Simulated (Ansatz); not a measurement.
A structure relaxed at B3LYP-D4/def2-SVP in Ansatz, charge 0, singlet:

Cartesian coordinates in Å:
```
In -0.842 0.847 -1.188
P 0.611 -0.619 0.865
F 0.403 -2.187 0.954
F 0.361 -0.231 2.381
F 2.195 -0.562 0.834
Br 0.124 3.035 -0.485
Br -3.073 0.153 -0.317
Br 0.221 -0.436 -3.043
```

Problem. Give its formula, name or SMILES and point group.

Solution. In(PF3)Br3 (InPBr₃F₃). Point group Cs (tolerance 0.1 Å).

Problem. Summarise the bond lengths by kind (pairs closer than 1.2 times the sum of covalent radii, bridged metal pairs left out).

Solution. 3 × Br–In 2.49 Å; 3 × F–P 1.58 Å; 1 × In–P 2.91 Å.

In the def2 sets In takes a core potential; there is no spin–orbit coupling.
